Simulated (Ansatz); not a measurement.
Basis-set extrapolation for C₃H₆AlN (PBE0-D4/def2-TZVP geometry, frozen core, Ansatz 0.2.0). Multiplicity 1, RHF reference.

```tsv
	def2-TZVPP	def2-QZVPP
HF	-413.437238	-413.452291
MP2 correlation	-0.775539	-0.825609
CCSD(T) correlation	-0.849999	not run
```

Energies in hartree. Use E(X) = E(∞) + A·exp(−7.88·√X) for Hartree–Fock and E(X) = E(∞) + B·X^(−2.97) for correlation, with X = 3 and 4, and add CCSD(T) minus MP2 of the smaller set to the MP2 limit.

Task: What is the CCSD(T) energy at the basis-set limit?

Result: HF limit: -413.452291 + (-0.015053) × 0.13774 = -413.45436. MP2 limit: -0.825609 + (-0.050070) × 0.74074 = -0.86270. Higher-order term: -0.849999 − (-0.775539) = -0.07446. Total: -414.39152 hartree, 2.84 eV below CCSD(T)/def2-TZVPP.
